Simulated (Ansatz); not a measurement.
Reaction (redistribution): `F[BH][SnH2][SiH3]` + `F[SiH2]CS` → `[BH2][SnH2][SiH3]` + `F[SiH2]C(F)S`

Computed with Ansatz on PBE0-D4/def2-TZVP structures; ΔE is electronic, products minus reactants. CCSD(T)/CBS adds triple-zeta CCSD(T) − MP2 to the extrapolated MP2 energy (def2 sets, frozen cores). DFT in def2-TZVPP. B3LYP here is the variant with VWN-RPA as its local correlation; programs differ in this. def2 core potentials past Kr. For Sn outer-core shells are correlated without core-valence functions, which leaves a few kJ/mol of doubt a bond. Each species was taken in one conformer, which may not be the lowest.

`F[BH][SnH2][SiH3]`:

Z-matrix (Å, degrees):
```
Sn
B 1 2.268
Si 1 2.568 2 110.9
H 1 1.711 2 110.0 3 119.2
H 1 1.710 2 111.9 3 -121.3
F 2 1.318 1 119.6 3 94.3
H 2 1.202 1 123.8 3 -84.0
H 3 1.487 1 110.1 2 58.1
H 3 1.487 1 110.1 2 -61.5
H 3 1.487 1 110.6 2 178.3
```

`F[SiH2]CS`:

Cartesian coordinates in Å:
```
F -0.283 1.940 -0.023
Si -0.780 0.514 0.518
C 0.533 -0.744 0.113
S 0.896 -0.756 -1.664
H -0.973 0.647 1.985
H -2.052 0.179 -0.162
H 0.145 -1.741 0.343
H 1.444 -0.606 0.699
H 1.069 0.568 -1.808
```

`[BH2][SnH2][SiH3]`:

Cartesian coordinates in Å:
```
B 0.247 -1.941 -0.959
Sn -0.553 0.142 -0.845
Si 0.282 1.209 1.343
H -0.353 -2.850 -0.470
H 1.310 -2.159 -1.457
H -2.262 0.202 -0.825
H -0.024 1.134 -2.135
H 1.769 1.229 1.372
H -0.216 2.605 1.464
H -0.201 0.428 2.513
```

`F[SiH2]C(F)S`:

Z-matrix (Å, degrees):
```
Si
C 1 1.891
F 1 1.596 2 108.6
H 1 1.480 2 110.6 3 118.6
H 1 1.482 2 108.4 3 -118.3
S 2 1.785 1 112.7 3 65.3
F 2 1.395 1 107.5 3 -170.1
H 2 1.095 1 111.7 3 -52.4
H 6 1.345 2 97.3 1 42.6
```

```json
{"level": "r2SCAN-D4", "ΔE (kcal/mol)": "56.1", "difference from CCSD(T)/CBS": "-0.8"}
{"level": "B3LYP-D4", "ΔE (kcal/mol)": "55.7", "difference from CCSD(T)/CBS": "-1.2"}
{"level": "ωB97X-V", "ΔE (kcal/mol)": "55.4", "difference from CCSD(T)/CBS": "-1.5"}
{"level": "ωB97M-V", "ΔE (kcal/mol)": "56.5", "difference from CCSD(T)/CBS": "-0.4"}
{"level": "PBE", "ΔE (kcal/mol)": "54.9", "difference from CCSD(T)/CBS": "-2.0"}
{"level": "PBE0", "ΔE (kcal/mol)": "56.3", "difference from CCSD(T)/CBS": "-0.6"}
{"level": "B3LYP", "ΔE (kcal/mol)": "56.0", "difference from CCSD(T)/CBS": "-0.9"}
{"level": "HF/def2-TZVPP", "ΔE (kcal/mol)": "56.9", "difference from CCSD(T)/CBS": "0.0"}
{"level": "CCSD/def2-TZVPP", "ΔE (kcal/mol)": "57.0", "difference from CCSD(T)/CBS": "0.1"}
{"level": "HF/def2-QZVPP", "ΔE (kcal/mol)": "57.0", "difference from CCSD(T)/CBS": "0.1"}
{"level": "CCSD(T)/CBS", "ΔE (kcal/mol)": "56.9", "difference from CCSD(T)/CBS": "0"}
```

Largest T1 diagnostic among the species: 0.014.

From PBE to PBE0 (25 % exact exchange), in def2-TZVPP and without D4, ΔE moves by +1.3 kcal/mol.
